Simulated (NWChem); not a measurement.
Program: NWChem. System: F₂Sn, charge 0, spin multiplicity 1, at a geometry optimised with B3LYP/def2-SVP with def2 effective core potentials on Sn. The structure started from a generated list of species. Level: RHF/def2-TZVPD with def2 effective core potentials on Sn.

Input file:

```
start mol
memory heap 200 mb stack 900 mb global 1100 mb
geometry units angstroms nocenter noautoz
  Sn     0.000000     0.000000     0.346181
  F      1.459591     0.000000    -0.961614
  F     -1.459591     0.000000    -0.961614
  symmetry group C2v
end
basis spherical
  * library def2-tzvpd
end
ecp
  Sn library def2-ecp
end
scf
  rhf
  nopen 0
  maxiter 100
  thresh 1e-7
  semidirect memsize 60000000 filesize 0
end
task scf energy
```

Part of the output:

```
             Northwest Computational Chemistry Package (NWChem) 7.3.0
             --------------------------------------------------------

                                NWChem Input Module
                                -------------------

 Scaling coordinates for geometry "geometry" by  1.889725989
 (inverse scale =  0.529177249)

 Turning off AUTOSYM since
 SYMMETRY directive was detected!

                             Geometry "geometry" -> ""
                             -------------------------

 Output coordinates in angstroms (scale by  1.889725989 to convert to a.u.)

  No.       Tag          Charge          X              Y              Z
 ---- ---------------- ---------- -------------- -------------- --------------
    1 Sn                  50.0000     0.00000000     0.00000000     0.34618100
    2 F                    9.0000     1.45959100     0.00000000    -0.96161400
    3 F                    9.0000    -1.45959100     0.00000000    -0.96161400

 Effective nuclear repulsion energy (a.u.)     257.7003022851

            Nuclear Dipole moment (a.u.)
            ----------------------------
        X                 Y               Z
 ---------------- ---------------- ----------------
     0.0000000000     0.0000000000    -0.0000037795

      Symmetry information
      --------------------

 Group name             C2v
 Group number             16
 Group order               4
 No. of unique centers     2

      Symmetry unique atoms

     1    2


 Summary of "ao basis" -> "" (spherical)
 ------------------------------------------------------------------------------
       Tag                 Description            Shells   Functions and Types
 ---------------- ------------------------------  ------  ---------------------
 *                         def2-tzvpd                 on all atoms

 Summary of "ao basis" -> "ao basis" (spherical)
 ------------------------------------------------------------------------------
       Tag                 Description            Shells   Functions and Types
 ---------------- ------------------------------  ------  ---------------------
 Sn                        def2-tzvpd               18       56   7s5p4d2f
 F                         def2-tzvpd               14       40   6s4p3d1f

                                 NWChem SCF Module
                                 -----------------

  ao basis        = "ao basis"
  functions       =   136
  atoms           =     3
  closed shells   =    20
  open shells     =     0
  charge          =   0.00
  wavefunction    = RHF
  use symmetry    = T
  symmetry adapt  = T

 Summary of "ao basis" -> "ao basis" (spherical)
 ------------------------------------------------------------------------------
       Tag                 Description            Shells   Functions and Types
 ---------------- ------------------------------  ------  ---------------------
 Sn                        def2-tzvpd               18       56   7s5p4d2f
 F                         def2-tzvpd               14       40   6s4p3d1f

      Symmetry analysis of basis
      --------------------------

        a1         51
        a2         19
        b1         40
        b2         26

 Forming initial guess at       0.2s

      Superposition of Atomic Density Guess
      -------------------------------------

 Sum of atomic energies:        -447.94960560

      Non-variational initial energy
      ------------------------------

 Total energy =    -411.944865
 1-e energy   =    -897.021907
[...]
      One-electron energy =   -898.765494266011
      Two-electron energy =    364.747746132323
 Nuclear repulsion energy =    121.610806348403

        Time for solution =      2.1s

       Symmetry analysis of molecular orbitals - final
       -----------------------------------------------

  Numbering of irreducible representations:

     1 a1          2 a2          3 b1          4 b2

  Orbital symmetries:

     1 b1          2 a1          3 a1          4 b2          5 b1
     6 a1          7 b1          8 a1          9 a2         10 b2
    11 a1         12 a1         13 b1         14 a1         15 b1
    16 a1         17 b2         18 a2         19 b1         20 a1
    21 b2         22 b1         23 a1         24 a1         25 a1
    26 a2         27 b2         28 b1         29 a1         30 b2

             Final eigenvalues
             -----------------

              1
    1  -26.2349
    2  -26.2349
    3   -5.9145
    4   -4.1076
    5   -4.1003
    6   -4.0978
    7   -1.5203
    8   -1.5169
    9   -1.3719
   10   -1.3686
   11   -1.3675
   12   -1.3615
   13   -1.3464
   14   -0.6898
   15   -0.6126
   16   -0.6043
   17   -0.5989
   18   -0.5861
   19   -0.5794
   20   -0.4208
   21   -0.0122
   22    0.0488
   23    0.0620
   24    0.0652
   25    0.1189
   26    0.1198
   27    0.1229
   28    0.1321
   29    0.1340
   30    0.1691

                       ROHF Final Molecular Orbital Analysis
                       -------------------------------------

 Vector   18  Occ=2.000000D+00  E=-5.860566D-01  Symmetry=a2
              MO Center=  1.8D-14,  5.4D-15, -9.4D-01, r^2= 2.6D+00
   Bfn.  Coefficient  Atom+Function         Bfn.  Coefficient  Atom+Function
  ----- ------------  ---------------      ----- ------------  ---------------
    64      0.339428  2 F  py               104     -0.339428  3 F  py
    67      0.297374  2 F  py               107     -0.297374  3 F  py
    70      0.205087  2 F  py               110     -0.205087  3 F  py

 Vector   19  Occ=2.000000D+00  E=-5.794029D-01  Symmetry=b1
              MO Center= -1.7D-13,  3.0D-15, -9.3D-01, r^2= 2.7D+00
   Bfn.  Coefficient  Atom+Function         Bfn.  Coefficient  Atom+Function
  ----- ------------  ---------------      ----- ------------  ---------------
    63      0.320987  2 F  px               103      0.320987  3 F  px
    66      0.281600  2 F  px               106      0.281600  3 F  px
    69      0.188575  2 F  px               109      0.188575  3 F  px

 Vector   20  Occ=2.000000D+00  E=-4.208304D-01  Symmetry=a1
              MO Center=  4.3D-12, -1.9D-15,  6.2D-01, r^2= 2.6D+00
   Bfn.  Coefficient  Atom+Function         Bfn.  Coefficient  Atom+Function
  ----- ------------  ---------------      ----- ------------  ---------------
     5      0.565662  1 Sn s                  6      0.527905  1 Sn s
     2      0.426416  1 Sn s                  3     -0.338401  1 Sn s
     1     -0.269008  1 Sn s                  4     -0.269641  1 Sn s
    19      0.220186  1 Sn pz                13     -0.199704  1 Sn pz
    16      0.178373  1 Sn pz

 Vector   21  Occ=0.000000D+00  E=-1.219426D-02  Symmetry=b2
              MO Center= -1.5D-12, -2.6D-15,  6.4D-01, r^2= 4.7D+00
   Bfn.  Coefficient  Atom+Function         Bfn.  Coefficient  Atom+Function
  ----- ------------  ---------------      ----- ------------  ---------------
    21      0.708830  1 Sn py                18      0.368841  1 Sn py
    12     -0.284120  1 Sn py                15      0.243213  1 Sn py

 Vector   22  Occ=0.000000D+00  E= 4.875010D-02  Symmetry=b1
              MO Center= -2.3D-11,  3.7D-15,  1.1D+00, r^2= 7.6D+00
   Bfn.  Coefficient  Atom+Function         Bfn.  Coefficient  Atom+Function
  ----- ------------  ---------------      ----- ------------  ---------------
    20      1.097850  1 Sn px                62     -0.672942  2 F  s
   102      0.672942  3 F  s                 17      0.551169  1 Sn px
    41     -0.363819  1 Sn d  1              74     -0.311093  2 F  pz
   114      0.311093  3 F  pz                72      0.220774  2 F  px
   112      0.220774  3 F  px                36      0.188041  1 Sn d  1

 Vector   23  Occ=0.000000D+00  E= 6.199505D-02  Symmetry=a1
              MO Center=  4.9D-12,  1.0D-14,  4.3D-01, r^2= 1.4D+01
   Bfn.  Coefficient  Atom+Function         Bfn.  Coefficient  Atom+Function
  ----- ------------  ---------------      ----- ------------  ---------------
     7      2.130996  1 Sn s                  6     -0.939508  1 Sn s
    62     -0.626737  2 F  s                102     -0.626737  3 F  s
    19     -0.304470  1 Sn pz                22     -0.253100  1 Sn pz
    61      0.175807  2 F  s                101      0.175807  3 F  s

 center of mass
 --------------
 x =   0.00000000 y =   0.00000000 z =   0.05184500

 moments of inertia (a.u.)
 ------------------
         175.510159153014           0.000000000000           0.000000000000
           0.000000000000         464.582838630984           0.000000000000
           0.000000000000           0.000000000000         289.072679477970

  Mulliken analysis of the total density
  --------------------------------------

    Atom       Charge   Shell Charges
 -----------   ------   -------------------------------------------------------
    1 Sn  22    20.68   0.29 -0.77  1.54  0.95  1.07  0.78  0.02 -0.40  6.35  0.38  0.28  0.03  8.99  1.05  0.06 -0.01  0.06  0.01
    2 F    9     9.66   0.77  1.20  0.60  1.00  0.40 -0.00  2.22  2.28  1.15  0.04  0.00  0.01  0.00  0.00
    3 F    9     9.66   0.77  1.20  0.60  1.00  0.40 -0.00  2.22  2.28  1.15  0.04  0.00  0.01  0.00  0.00

       Multipole analysis of the density wrt the origin
       ------------------------------------------------

     L   x y z        total         open         nuclear
     -   - - -        -----         ----         -------
     0   0 0 0     -0.000000      0.000000     40.000000

     1   1 0 0     -0.000000      0.000000      0.000000
     1   0 1 0     -0.000000      0.000000      0.000000
     1   0 0 1      1.631704      0.000000    -18.317246

     2   2 0 0    -30.471957      0.000000    136.940696
     2   1 1 0      0.000000      0.000000      0.000000
     2   1 0 1      0.000000      0.000000      0.000000
     2   0 2 0    -21.532371      0.000000      0.000000
     2   0 1 1      0.000000      0.000000      0.000000
     2   0 0 2    -27.786766      0.000000     68.854173

 Task  times  cpu:        4.9s     wall:        4.9s

 Total times  cpu:        5.0s     wall:        5.0s
```
